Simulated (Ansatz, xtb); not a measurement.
The molecule TiGa, multiplicity 6 (lowest of 2S+1 = 2, 4, 6 at PBE0/def2-TZVPP; our sources give no spin for the ground state, which may be another). No spin–orbit coupling. Ti is treated without relativity. Ga is treated without relativity.

Constants: fifth-degree fit in 1/R to seven points, most abundant isotopes. In def2 and cc sets the state is the lowest found near the PBE0 minimum, followed along R.

Run with Ansatz (a program for electronic structure) with Gaussian orbitals; xtb for the GFN methods. Each number belongs to the level named beside it. The GFN methods have no spin term and hold the electronic entropy of 300 K.

Problem. What bond length and harmonic frequency does GFN1-xTB give?

Solution. r_e = 2.409 Å, ω_e = 383 cm⁻¹.

Problem. What bond length and harmonic frequency does SVWN5/def2-TZVPP give?

Solution. r_e = 2.460 Å, ω_e = 258 cm⁻¹.

Problem. What bond length and harmonic frequency does r2SCAN/def2-TZVPP give?

Solution. r_e = 2.493 Å, ω_e = 254 cm⁻¹.
